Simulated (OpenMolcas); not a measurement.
**Fe7+, Ru7+, Os7+: d down the group**

```json
{
 "Program": "OpenMolcas 26.06",
 "Method": "XMS-CASPT2, IPEA 0.25 Eh, imaginary shift 0.1 Eh",
 "Basis": "ANO-RCC-VTZP",
 "Scalar Hamiltonian": "DKH2, point nucleus",
 "Spin-orbit coupling": "RASSI with atomic mean-field integrals over the reference wave functions, term energies averaged over their components"
}
```

Active space for each ion: 1 electron in 10 orbitals (d d); closed shells correlated by CASPT2: Fe7+ 3s 3p; Ru7+ 4s 4p; Os7+ 5s 5p.

Computed levels in cm-1 above 2D 3/2:

```tsv
Level	Fe7+	Ru7+	Os7+
2D 5/2	1808	4190	13950
weight of 2D in the lowest level (%)	100	100	100
```

Measured, with the error of the calculation in %. Measured levels: Fe7+ from Corliss and Sugar, J. Phys. Chem. Ref. Data 11, 135 (1982).

| Level | Fe7+ |
| --- | --- |
| 2D 5/2 | 1836 (-1.5) |

The fine-structure level 2D 5/2 changes by a factor of 7.72 from Fe7+ to Os7+.

Term energies are means over components that CASPT2 splits; among the terms shown or strongly mixed into the levels shown the widest spread is 79 cm-1 (3d 2D, Fe7+). With one active electron, CASPT2 adds the correlation within the correlated inactive shells and between them and that electron, and leaves the splitting within a term as the reference gives it. With one active electron outside closed inactive shells, the extra shells (4d) add no correlation to the reference (holds for Fe7+). With one active electron outside closed inactive shells, the extra shells (5d) add no correlation to the reference (holds for Ru7+). With one active electron outside closed inactive shells, the extra shells (6d) add no correlation to the reference (holds for Os7+). Computed and measured levels are paired by configuration, term and J; levels that our copy of the source lacks, or whose pairing is in doubt (as where it misses far off the trend of its configuration), stay unpaired and out of the deviations. Levels of configurations outside the active space are missing.
